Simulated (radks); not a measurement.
Hg3+, configuration [Kr] 4d10 4f14 5s1 5p6 5d10 (not the ground configuration). Method: scalar-relativistic Kohn-Sham, PBEsol, spin-polarised, spherical densities, finite nucleus; open shells are filled with parallel spins first (spin-orbit coupling, left out, can overturn this in heavy ions); Fermi nuclear charge, rms radius 5.4648 fm; computed with a radial shooting solver on a logarithmic mesh with Libxc functionals.

Local quantities along the radius. ELF = 1/(1 + alpha^2) is the electron localisation function; alpha = (tau - tau_W)/tau_unif compares the Pauli kinetic energy density with that of the uniform gas (summed over spins); s = |grad rho|/(2 (3 pi^2)^(1/3) rho^(4/3)) is the reduced gradient; 4 pi r^2 rho is in e/bohr. tau is taken from the large components.

r (bohr),ELF,alpha,s,4 pi r^2 rho
0.001468,0.999,0.02569,0.7579,19.02
0.001942,0.999,0.02927,0.6861,27.76
0.002569,0.999,0.03488,0.6379,39.52
0.003427,0.998,0.04430,0.6101,54.91
0.004534,0.996,0.06004,0.6031,72.36
0.005999,0.992,0.08889,0.6156,90.11
0.007938,0.979,0.1464,0.6475,104.5
0.01059,0.929,0.2769,0.6955,111.1
0.01401,0.759,0.5640,0.7309,107.9
0.01853,0.459,1.086,0.6774,100.3
0.02472,0.335,1.410,0.4627,100.9
0.03271,0.494,1.013,0.2919,119.4
0.04328,0.709,0.6405,0.3134,144.6
0.05726,0.709,0.6401,0.4280,147.9
0.07637,0.445,1.116,0.4641,125.2
0.101,0.381,1.274,0.2609,119.9
0.1337,0.654,0.7269,0.2432,139.0
0.1769,0.665,0.7094,0.4332,122.8
0.2359,0.300,1.527,0.4152,81.22
0.3122,0.504,0.9922,0.1537,85.44
0.4131,0.720,0.6231,0.3260,87.91
0.5465,0.518,0.9650,0.5677,52.15
0.729,0.294,1.549,0.4816,26.77
0.9645,0.578,0.8541,0.3844,21.14
1.276,0.639,0.7520,0.6000,14.13
1.702,0.420,1.176,1.002,5.982
2.252,0.147,2.409,1.836,1.638
2.98,0.021,6.907,4.088,0.2533
3.943,0.001,33.34,12.11,0.01777

On this mesh the ELF has minima near r = 0.025, 0.087, 0.24, 0.73 bohr, which separate the shells, and maxima near 0.050 (0.74), 0.15 (0.71), 0.41 (0.72), 1.1 (0.66).
